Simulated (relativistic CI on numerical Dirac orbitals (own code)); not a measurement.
**Co3+ in a cubic cluster: 2p photoemission with charge transfer**

Computed with a charge-transfer multiplet model of a cubic metal-ligand cluster with up to 2 ligand holes, Slater and spin-orbit integrals from Dirac-Coulomb-Breit ions, Slater integrals scaled by 0.9. The parameters are those of a tetrahedral site (10Dq negative, t2 hopping the larger). The ground state mixes d6 with configurations of k ligand holes L, whose averages lie at kΔ + k(k − 1)U_dd/2; a core hole lowers each added d electron by U_cd. 300 K, Lorentzian 0.6 eV and Gaussian 0.8 eV FWHM.

Atomic integrals in eV (Slater integrals scaled, ζ unscaled), ground: F2dd 11.345, F4dd 7.087, zeta_d 0.071; with the core hole: F2dd 12.888, F4dd 8.096, zeta_d 0.102, zeta_core 9.658, F2cd 7.721, G1cd 5.944, G3cd 3.382.

Cluster parameters (eV): Δ = -0.7, U_dd = 6.3, U_cd = 7.5, 10Dq = -0.35, 10Dq(ligand) = 0, final-state hopping factor = 1.

```csv
Case,n_d,d6,d7L,d8L2,S
"V(eg) = 0.4 eV, V(t2g) = -0.68 eV",6.34,0.66,0.33,0.01,2.00
"V(eg) = 1.3 eV, V(t2g) = -2.21 eV",6.64,0.43,0.49,0.07,2.00
"V(eg) = 1.9 eV, V(t2g) = -3.23 eV",6.73,0.37,0.52,0.11,1.99
```

Weights, n_d and S are thermal averages at 300 K. Binding energies count from the first peak over 30 % of the highest in each spectrum, which can be another peak from case to case. The parameters are a model scan and need not match a compound or its usual spin state. Peaks in eV (height, largest 100):
- V(eg) = 0.4 eV, V(t2g) = -0.68 eV: 0.0 (56), 2.2 (70), 4.4 (52), 6.1 (50), 7.8 (90), 9.6 (100), 11.6 (39), 17.2 (47), 20.0 (39), 21.8 (17), 24.5 (47), 25.8 (49), 27.0 (32), 29.8 (9)
- V(eg) = 1.3 eV, V(t2g) = -2.21 eV: 0.0 (100), 7.0 (22), 10.0 (29), 16.1 (54), 25.0 (14), 28.0 (9)
- V(eg) = 1.9 eV, V(t2g) = -3.23 eV: 0.0 (100), 7.0 (10), 12.7 (16), 15.9 (50), 28.3 (8)

Curve for V(eg) = 1.3 eV, V(t2g) = -2.21 eV (points under 2 left out, the grid thinned):

(E (eV), Intensity): (-3.4, 2.2), (-2.6, 3.6), (-1.7, 8.0), (-0.9, 32.4), (-0.1, 98.6), (0.8, 79.8), (1.6, 68.3), (2.4, 52.8), (3.3, 35.9), (4.1, 25.1), (4.9, 19.3), (5.8, 18.2), (6.6, 21.4), (7.4, 21.3), (8.3, 21.2), (9.1, 24.8), (9.9, 28.4), (10.8, 19.9), (11.6, 11.8), (12.4, 12.2), (13.3, 14.3), (14.1, 17.7), (15.0, 28.0), (15.8, 51.7), (16.6, 51.2), (17.5, 42.5), (18.3, 27.6), (19.1, 15.8), (20.0, 10.2), (20.8, 8.7), (21.6, 8.1), (22.5, 7.8), (23.3, 8.7), (24.1, 11.2), (25.0, 14.1), (25.8, 11.2), (26.6, 8.6), (27.5, 8.8), (28.3, 8.8), (29.1, 4.4), (30.0, 3.1), (30.8, 3.4), (31.6, 3.0), (32.5, 3.2), (33.3, 2.1)

For the case V(eg) = 1.3 eV, V(t2g) = -2.21 eV, Δ = -0.7 eV is smaller than U_dd = 6.3 eV, the charge-transfer side of the Zaanen-Sawatzky-Allen scheme (negative Δ: between configuration averages a ligand hole costs less than the nominal valence; multiplet and field energies can change this for the lowest states). With the core hole the average of the configuration with one ligand hole lies at Δ − U_cd = -8.2 eV before mixing: it lies below the unscreened one, so the lowest final states are mostly screened and the unscreened weight appears at higher binding energy as a satellite.

With at most 2 ligand holes the space is cut while the next configuration still counts, so covalency is underestimated, and a final configuration with one more ligand hole, which can lie low, is missing from the spectra.
